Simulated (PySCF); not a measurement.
Se, charge -1, doublet (in this run its highest filled SCF level lies above zero, so its values depend strongly on the basis, on diffuse functions most of all). Base run: PySCF with BLYP/def2-TZVP.

PySCF was given this input:
```python
from pyscf import gto, scf, dft

mol = gto.M(
    atom='''
Se    0.00000000    0.00000000    0.00000000
''',
    basis='def2-tzvp',
    charge=-1,
    spin=1,
    verbose=4,
)

mf = dft.UKS(mol)
mf.xc = 'blyp'
mf.kernel()
```

Variants of this job, named by their change:

```json
[
 {"change": "base", "ΔE vs base (mEh)": "0.000", "fitting functions": "-"},
 {"change": "auxbasis = cc-pvtz-ri", "ΔE vs base (mEh)": "-9513.1", "fitting functions": "166"},
 {"change": "auxbasis = even-tempered beta=1.6", "ΔE vs base (mEh)": "-0.660", "fitting functions": "604"},
 {"change": "auxbasis = autoaux", "ΔE vs base (mEh)": "-0.020", "fitting functions": "424"},
 {"change": "auxbasis = def2-universal-jfit", "ΔE vs base (mEh)": "-0.025", "fitting functions": "58"},
 {"change": "auxbasis = even-tempered beta=3.0", "ΔE vs base (mEh)": "-41.752", "fitting functions": "272"},
 {"change": "auxbasis = def2-universal-jkfit", "ΔE vs base (mEh)": "-0.522", "fitting functions": "266"},
 {"change": "auxbasis = cc-pvtz-jkfit", "ΔE vs base (mEh)": "-0.015", "fitting functions": "207"},
 {"change": "auxbasis = even-tempered beta=2.0", "ΔE vs base (mEh)": "-3.453", "fitting functions": "403"},
 {"change": "auxbasis = default (with mf = mf.density_fit())", "ΔE vs base (mEh)": "-0.025", "fitting functions": "58"}
]
```

A fitting set is made for a task (jfit for Coulomb, jkfit for Coulomb and exchange, ri for correlation) and for a family of orbital bases.

Open shells are given as the SCF converged; they aren't shown to be the lowest states, and a large step between rows can be another state.
